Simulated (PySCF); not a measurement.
# Cobalt: highly charged ions in a basis for the neutral atom

Co(11+) [Ne] 3s2 3p4, Co(12+) [Ne] 3s2 3p3. Computed with PySCF 2.14 in def2-TZVP, with no relativity, point nucleus. No spin-orbit coupling, so a gap to NIST mixes the basis error with missing relativistic terms.

Changed run: basis of the neutral atom used for a highly charged ion. This setting is unsound on purpose.

| species | method | sound run (hartree) | changed run (hartree) | converged |
| --- | --- | --- | --- | --- |
| Co(11+) | UHF | not run | -1332.28437 | yes |
| Co(11+) | M06-2X | not run | -1333.01532 | yes |
| Co(11+) | PBE0 | not run | -1332.75522 | yes |
| Co(12+) | UHF | not run | -1319.99724 | yes |
| Co(12+) | M06-2X | not run | -1320.65563 | yes |
| Co(12+) | PBE0 | not run | -1320.39827 | yes |

Ionisation energy of Co(11+):

```json
{"method": "UHF", "changed run (eV)": "334.35", "NIST (eV)": "336.1 ± 0.4"}
{"method": "M06-2X", "changed run (eV)": "336.32", "NIST (eV)": "336.1 ± 0.4"}
{"method": "PBE0", "changed run (eV)": "336.25", "NIST (eV)": "336.1 ± 0.4"}
```

The contracted functions were made for the neutral atom and can be too rigid for a highly charged ion.
